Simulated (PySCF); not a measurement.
Atom-mapped SMILES (the numbers label the heavy atoms): `[CH2:1]=[C:2]([CH3:3])[SiH3:4]`. Each H is labelled by its parent atom. Ha(C1) is cis to C3; Hb(C1) is trans to C3.

Geometry: PBE0-D3(BJ)/def2-SVP; GIAO shifts from PySCF 2.14, gas phase, non-relativistic, averaged over equivalent atoms.

At PBE0/pcSseg-1 (115 basis functions, 11 s wall time on 1 thread of an Arm Neoverse V1, shared host):
| atoms | δ (ppm) |
| --- | --- |
| C2 | 148.0 |
| C1 | 139.5 |
| C3 | 26.5 |
| Si4 | -61.7 |
| Ha(C1) | 5.97 |
| Hb(C1) | 5.88 |
| H(Si4) | 4.15 |
| H(C3) | 1.99 |

δ = σ(ref) − σ, references computed at the same level: $^{13}$C (σ = 184.41 ppm) and $^{29}$Si (σ = 351.99 ppm) and $^{1}$H (σ = 31.27 ppm) vs TMS.

Predict the values at KT2/pcSseg-2 on the same geometry.

Answers


```
 atoms  δ at KT2/pcSseg-2  change
    C2              144.3    -3.7
    C1              131.4    -8.1
    C3               27.5    +1.0
   Si4              -67.5    -5.8
Ha(C1)               5.83   -0.14
Hb(C1)               5.66   -0.22
H(Si4)               4.22   +0.07
 H(C3)               2.05   +0.06
```

Chemical shifts δ = σref − σ; $^{13}$C (σref 182.28) and $^{29}$Si (σref 350.99) and $^{1}$H (σref 31.18) vs TMS, all at this level.

The largest change is at C1 (terminal =CH2 carbon). Cost: 263 basis functions, 38 s wall time on 1 thread of an Arm Neoverse V1, shared host. The order of the carbon signals is the same at both levels.
